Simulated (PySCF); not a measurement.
Isomers of C7H11NO2, one GFN2-xTB conformer each. Single-point energies are computed at PBE0/pcSseg-1 (PySCF, gas phase, no added dispersion term), electronic only.

```json
{"SMILES": "COC[C@@H]1C=C[C@H]1NC=O", "GFN2-xTB relative energy (kJ/mol)": "63.6"}
{"SMILES": "C=COC(=C)C(=O)N(C)C", "GFN2-xTB relative energy (kJ/mol)": "23.6"}
{"SMILES": "CO[C@H]1CC(C)=C1C(N)=O", "GFN2-xTB relative energy (kJ/mol)": "0.0"}
```

Conformers: `[CH3:1][O:2][CH2:3][C@@H:4]1[CH:5]=[CH:6][C@H:7]1[NH:8][CH:9]=[O:10]` with C1–O2–C3–C4 179°, O2–C3–C4–C5 -80°, C6–C7–N8–C9 -141°, C7–N8–C9–O10 2°; `[CH2:1]=[CH:2][O:3][C:4](=[CH2:5])[C:6](=[O:7])[N:8]([CH3:9])[CH3:10]` with C1–C2–O3–C4 -169°, C2–O3–C4–C5 -159°, O3–C4–C6–O7 -118°, C4–C6–N8–C9 -179°; `[CH3:1][O:2][C@H:3]1[CH2:4][C:5]([CH3:6])=[C:7]1[C:8]([NH2:9])=[O:10]` with C1–O2–C3–C4 77°, C5–C7–C8–N9 166°, C7–C8–N9–H -173° and -13°.

What does PBE0/pcSseg-1 give for the same structures?

| SMILES | PBE0/pcSseg-1 E (Eh) | PBE0/pcSseg-1 (kJ/mol) | GFN2-xTB (kJ/mol) | point group |
| --- | --- | --- | --- | --- |
| CO[C@H]1CC(C)=C1C(N)=O | -477.93366 | 0.0 | 0.0 | C1 |
| C=COC(=C)C(=O)N(C)C | -477.90701 | 70.0 | 23.6 | C1 |
| COC[C@@H]1C=C[C@H]1NC=O | -477.90062 | 86.7 | 63.6 | C1 |

Both levels put the same isomer lowest; measured from each level's own lowest isomer, the values differ by up to 46.4 kJ/mol (C=COC(=C)C(=O)N(C)C: 23.6 against 70.0). 

Which frontier levels, dipoles and rotational constants go with these structures?

```tsv
SMILES	HOMO (eV, PBE0/pcSseg-1)	LUMO (eV)	dipole (D)	A, B, C (MHz)
CO[C@H]1CC(C)=C1C(N)=O	-7.00	-0.73	4.31	1731, 1120, 707.4
C=COC(=C)C(=O)N(C)C	-6.66	-0.37	3.59	1658, 1127, 886.5
COC[C@@H]1C=C[C@H]1NC=O	-7.24	-0.08	2.65	2217, 700.9, 571.9
```
